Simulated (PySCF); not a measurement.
# Reading the logs of faulty runs: C2H7Si2 cation

These are calculations, not measurements. The program is PySCF 2.14.0, an open-source quantum chemistry code, run on an isolated molecule that a program drew, which may never have been made. The molecule is C2H7Si2 cation (charge +1, singlet), drawn as the SMILES string `C[SiH+]C=[SiH2]`.

Each row is a Hartree-Fock (HF) and frozen-core CCSD(T) single point in the cc-pV(D+d)Z basis, meant for a local HF minimum. Run 1 is clean. Each other run has one planted mistake out of seven kinds, and not every kind appears here: one electron removed, one electron added, multiplicity raised by two, geometry at a saddle point, minimal basis STO-3G, one bond length entered in bohr, all coordinates scaled. The reference is restricted for singlets and unrestricted otherwise, and also for a bond in bohr. Adding or removing an electron swaps singlet and doublet. Electrons count all cores. HOMO and LUMO are orbital energies over both spins, the gradient is its largest component, and the lowest frequency (negative if imaginary) is given only where the gradient is small. Bond lengths are over the 10 bonds as drawn. T1 is the CCSD diagnostic: over 0.02 (restricted) or 0.045 (unrestricted) a single reference is doubtful.

Geometry of the clean run:
```xyz
11
C2H7Si2 cation, angstrom
C     0.7065   -1.1114    1.0231
Si    0.3037    0.0436   -0.3498
C    -0.2920   -0.4145   -1.9273
Si   -0.6533    0.7312   -3.1774
H     0.1074   -0.8542    1.9019
H     0.5209   -2.1501    0.7499
H     1.7582   -0.9918    1.3009
H     0.5018    1.4748   -0.0947
H    -0.4475   -1.4691   -2.1418
H    -1.1531    0.3307   -4.4921
H    -0.4668    2.1666   -2.9556
```

| run | electrons | basis functions | <S^2> | HOMO (eV) | LUMO (eV) | gradient (hartree/bohr) | lowest frequency (cm^-1) | mean bond (Å) | longest bond (Å) | T1 | HF (hartree) | CCSD(T) (hartree) | mistake |
|---|---|---|---|---|---|---|---|---|---|---|---|---|---|
| 1 | 46 | 109 | 0.000 | -14.65 | -4.22 | 2.8e-05 | 93 | 1.4080 | 1.839 | 0.0127 | -657.41444 | -657.93811 | no fault |
| 2 | 46 | 109 | 0.713 | -14.64 | -4.58 | 2.0e-02 | - | 1.5053 | 2.068 | 0.0562 | -657.28592 | -657.80692 | one bond length entered in bohr |
| 3 | 46 | 35 | 0.000 | -12.44 | -1.28 | 2.3e-02 | - | 1.4080 | 1.839 | 0.0143 | -649.87732 | -650.13595 | minimal basis STO-3G |
| 4 | 46 | 109 | 2.020 | -11.16 | -6.12 | 7.8e-02 | - | 1.4080 | 1.839 | 0.0185 | -657.31696 | -657.81581 | multiplicity raised by two |
| 5 | 47 | 109 | 0.986 | -5.91 | 2.35 | 2.3e-02 | - | 1.4080 | 1.839 | 0.0281 | -657.60033 | -658.14191 | ? |
| 6 | 45 | 109 | 0.755 | -22.59 | -12.09 | 8.2e-02 | - | 1.4080 | 1.839 | 0.0122 | -656.93163 | -657.40586 | ? |

**Which mistake was planted in run 5, and what did it cost?**

It counts 47 electrons, one more than the clean run, at the same geometry and basis. So the mistake is: one electron added. Subtracting run 1 and multiplying by 627.51 kcal/mol a hartree, the energy moved by -116.6 kcal/mol in HF and -127.9 kcal/mol in CCSD(T).

**Which mistake was planted in run 6, and what did it cost?**

It counts 45 electrons, one fewer than the clean run, at the same geometry and basis. So the mistake is: one electron removed. Subtracting run 1 and multiplying by 627.51 kcal/mol a hartree, the energy moved by 303.0 kcal/mol in HF and 334.0 kcal/mol in CCSD(T).

Cautions from the logs. Run 2: T1 is over the limit, so its CCSD(T) energy is less reliable.
